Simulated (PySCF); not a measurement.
C2H4BFO2. Atoms are numbered in the order given.

```xyz
10

F     -1.6289     1.1342    -0.7698
B     -0.6272     0.4166    -0.3002
C     -0.5988    -1.0840     0.1864
O      0.6835    -1.1357     0.8010
C      1.4685    -0.1192     0.2679
O      0.6189     0.9222    -0.1782
H     -0.6849    -1.8066    -0.6517
H     -1.3675    -1.3530     0.9269
H      2.1463     0.2621     1.0476
H      2.0645    -0.4669    -0.6011
```

Geometry: PBE0-D3(BJ)/def2-SVP. The structure was generated by enumeration, and PubChem lists no compound with its InChIKey, so it may never have been made. The values are those of a single conformer.

All values below come from PySCF with PBE/def2-TZVP.

Isolated molecule, no solvent.

Computed frontier levels, gap, dipole moment and polarisability:
* **highest occupied level**: -6.24 eV
* **lowest empty level**: -0.47 eV
* **orbital gap**: 5.76 eV
* **dipole moment**: 1.01 D
* **quadrupole, principal values (traceless, Buckingham form, about the centre of nuclear charge)**: -7.91, 3.29, 4.62 D·Å
* **mean static polarisability**: 43.0 bohr³ (6.38 Å³)
* **polarisability, principal values**: 36.4, 41.5, 51.2 bohr³
